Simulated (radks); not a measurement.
Removal energies from the holmium ion Ho4+, [Xe] 4f9, by Delta-SCF beside the eigenvalue of the level emptied. All-electron calculation, scalar-relativistic Kohn-Sham, PBE, spin-polarised, spherical densities, finite nucleus; Fermi nuclear charge, rms radius of each element as measured or else 0.836 A^(1/3) + 0.57 fm. Program: a radial shooting solver on a logarithmic mesh with Libxc functionals. Open shells are filled with parallel spins first.

4f: final configuration [Xe] 4f8; Delta-SCF (eV) 64.057; -eigenvalue (eV) 53.152
5p: final configuration [Kr] 4d10 4f9 5s2 5p5; Delta-SCF (eV) 76.762; -eigenvalue (eV) 69.542
5s: final configuration [Kr] 4d10 4f9 5s1 5p6; Delta-SCF (eV) 104.01; -eigenvalue (eV) 96.017
4d: final configuration [Kr] 4d9 4f9 5s2 5p6; Delta-SCF (eV) 222.97; -eigenvalue (eV) 211.03
